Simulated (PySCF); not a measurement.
Atoms are numbered as in `[BH3-:1][P+:2]([F:3])([F:4])[PH2:5]`; H(Xn) means a hydrogen on atom n.

Theoretical values (PySCF 2.14): geometry from PBE0-D3(BJ)/def2-SVP, NMR shieldings at B97-2/pcSseg-2/GIAO. A single conformation, rapidly exchanging positions averaged, relativity neglected, gas phase.

Scale: $^{1}$H vs TMS; $^{11}$B against BF3·OEt2; H3PO4 for $^{31}$P; CFCl3 for $^{19}$F (reference shieldings calculated alike).

```json
{"atoms": "H(B1)", "nucleus": "$^{1}$H", "count": "3", "δ (ppm)": "1.33"}
{"atoms": "P2", "nucleus": "$^{31}$P", "count": "1", "δ (ppm)": "235.7"}
{"atoms": "H(P5)", "nucleus": "$^{1}$H", "count": "2", "δ (ppm)": "3.19"}
{"atoms": "B1", "nucleus": "$^{11}$B", "count": "1", "δ (ppm)": "-40.9"}
{"atoms": "P5", "nucleus": "$^{31}$P", "count": "1", "δ (ppm)": "?"}
{"atoms": "F3/F4", "nucleus": "$^{19}$F", "count": "2", "δ (ppm)": "?"}
```

**Question.** Complete the table.

**Answer.** 
- P5: -185.7 ppm, phosphorus bonded to P, 2 H
- F3/F4: -75.7 ppm, fluorine bonded to P

Hydrogens on boron are broadened and split by $^{11}$B (spin 3/2, 80 %) and 10B (spin 3). Unscaled 19F shifts against computed CFCl3 carry errors that often reach 10 to 50 ppm. Experimental scales use liquid or dissolved standards, which lie at an offset from isolated H3PO4.
